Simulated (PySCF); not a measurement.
# C₆ coefficients of unlike pairs at PBE0

Calculated with PySCF 2.14 from the dipole response of each species, C₆(A,B) = (3/π) ∫ α_A(iu) α_B(iu) du, in atomic units, from isotropic polarisabilities. For ions this is the dispersion term alone; charge-induced terms of lower order in 1/R come first.

```json
{"species": "Ar⁺", "configuration": "[Ne] 3s2 3p5 (2P)", "basis": "def2-TZVPPD (6s6p4d1f)", "relativity": "none", "α (bohr³)": "6.931", "C₆ (like pair)": "31.18"}
{"species": "Zn⁺", "configuration": "[Ar] 3d10 4s1 (2S)", "basis": "aug-cc-pVQZ-DK (9s8p6d4f3g2h)", "relativity": "spin-free X2C", "α (bohr³)": "18.17", "C₆ (like pair)": "76.46"}
{"species": "Pt", "configuration": "[Xe] 4f14 5d9 6s1 (3D)", "basis": "aug-cc-pVTZ-PP with one added diffuse shell each of s, p, d, f, g type with ECP60MDF (7s7p6d4f3g)", "relativity": "core potential", "α (bohr³)": "40.86", "C₆ (like pair)": "391.0"}
{"species": "Te", "configuration": "[Kr] 4d10 5s2 5p4 (3P)", "basis": "dyall-av2z (22s16p12d)", "relativity": "none", "α (bohr³)": "38.44", "C₆ (like pair)": "421.6"}
```

Estimate C₆ for Zn⁺ with Ar⁺.

The integral gives 45.18. The combination rule 2 C_A C_B / (C_A α_B/α_A + C_B α_A/α_B) gives 42.99 and the geometric mean 48.82.

No spin-orbit coupling is included.

The other pairs:

```
   pair     C₆
Pt, Ar⁺  103.4
Pt, Zn⁺  172.7
 Te, Pt  403.1
Te, Zn⁺  177.9
Te, Ar⁺  106.4
```
